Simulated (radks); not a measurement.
Eu VII, configuration [Kr] 4d10 4f5 5s2 5p4. Method: scalar-relativistic Kohn-Sham, PW91, spin-unpolarised, spherical densities, point nucleus; computed with a radial shooting solver on a logarithmic mesh with Libxc functionals.

Normalised radial functions P(r) = r R(r), r in bohr:

```
   r/bohr * 4d (the largest magnitude, 1.39, reaches the edge; | marks zero)
 0.002731                             *
  0.00414                             *
 0.006225                             *
 0.009437                             *
  0.01419                             *
  0.02134                             |*
  0.03235                             | *
  0.04865                             |   *
  0.07375                             |        *
   0.1109                             |             *
   0.1681                             |              *
   0.2528                             |  *
   0.3802            *                |
   0.5763  *                          |
   0.8667           *                 |
    1.314                       *     |
    1.976                            *|
    2.995                             *
    4.504                             *
```

4d: eigenvalue -221.09 eV, 1 radial node at r = 0.273 bohr, <r> = 0.646 bohr, 90 % of the charge inside 0.968 bohr.
